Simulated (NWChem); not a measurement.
# What each level costs for diboron tetrachloride (B$_{2}$Cl$_{4}$)

```
B
B 1 1.6981
Cl 1 1.7599 2 120.47
Cl 1 1.7599 2 120.47 3 -180.00
Cl 2 1.7599 1 120.47 3 87.12
Cl 2 1.7599 1 120.47 3 -92.88
```
Charge 0, spin multiplicity 1.

All runs are NWChem calculations. The geometry was optimised at PBE/def2-SVP, a minimum by its harmonic frequencies. It is one conformer; others weren't searched.

Basis set: cc-pVDZ (100 functions). Each entry is one whole single-point run; the coupled-cluster runs use the TCE module, and the SCF and DFT modules converge to different thresholds.

The correlated methods keep 22 core orbitals frozen. B3LYP has NWChem's definition, with VWN1-RPA local correlation.

**Question.** Roughly how much processor time does each of these take, relative to RHF: MP2, RI-MP2, B2PLYP, PBE, B3LYP, BP86, CR-CCSD(T)?

**Answer.** B3LYP about the same, within a factor of 3; RI-MP2 about the same, within a factor of 3; PBE about the same, within a factor of 3; BP86 about the same, within a factor of 3; MP2 about 6; B2PLYP about 6; CR-CCSD(T) about 20 (rough ratios from shared machines).
